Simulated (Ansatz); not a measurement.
Ideal-gas functions of Br2H2InN (`[NH2][In]([Br])[Br]`) at 800 K and 1 bar, from an Ansatz frequency run at PBE0-D4/def2-TZVP.

Molar mass 290.65 g/mol, point group Cs (symmetry number 1), electronic degeneracy 1, moments of inertia 224.087, 707.563, 930.909 u Å². Harmonic wavenumbers (cm⁻¹, unscaled): 63, 98, 105, 236, 270, 287, 428, 630, 802, 1546, 3562, 3669.

Use S(trans) = R[1.5 ln M + 2.5 ln T − 1.1517]; rotational temperatures θ = 24.2544 K / I; S(rot) = R[ln(√π/σ · √(T³/θAθBθC)) + 1.5]; for each mode x = 1.438777 ν̃/T, S = R[x/(eˣ − 1) − ln(1 − e⁻ˣ)] and H = RT x/(eˣ − 1); 1 cm⁻¹ = 0.0119627 kJ/mol; R = 8.31446 J/(mol·K).

Question: By hand: the entropy, in J/(mol·K).

Answer: Translation 200.1. Rotation: θ = 0.1082, 0.0343, 0.0261 K, giving 139.0. Vibration, mode by mode: 26.43, 22.76, 22.19, 15.50, 14.40, 13.90, 10.69, 7.71, 5.95, 2.06, 0.10, 0.09, in all 141.8. Electronic 0.0. Sum 480.9 J/(mol·K).

Question: By hand: H − E and G − E in kJ/mol, counted from the electronic energy.

Answer: Zero-point energy ½ × 11696 × 0.0119627 = 70.0; thermal vibration 46.3; translation, rotation and pV give 4 RT = 26.6. H − E = 142.9 kJ/mol, and G − E = 142.9 − 800 × 480.9/1000 = -241.8 kJ/mol.

Vibration gives 29 % of the entropy, 71.4 J/(mol·K) of it from the modes under 150 cm⁻¹: soft modes count most, and the harmonic formula is weakest for them. The sum counts one conformer and one mirror image; others add a mixing term.
